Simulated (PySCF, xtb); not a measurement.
Si(Me)(vinyl)(OH)2 (C3H8O2Si), SMILES C([Si](O)(C)O)=C.

GFN2-xTB in xtb at its own geometry gives an orbital gap of 4.38 eV and a dipole moment of 1.63 D.

Geometry: PBE0-D3(BJ)/def2-SVP. One conformer was computed; it need not be the lowest.

What does M06-2X/def2-TZVP run with PySCF give? (An estimate is asked for; the answer gives what the named calculation found.)

gap 9.61 eV (levels -9.24 and 0.37 eV), dipole 1.99 D.
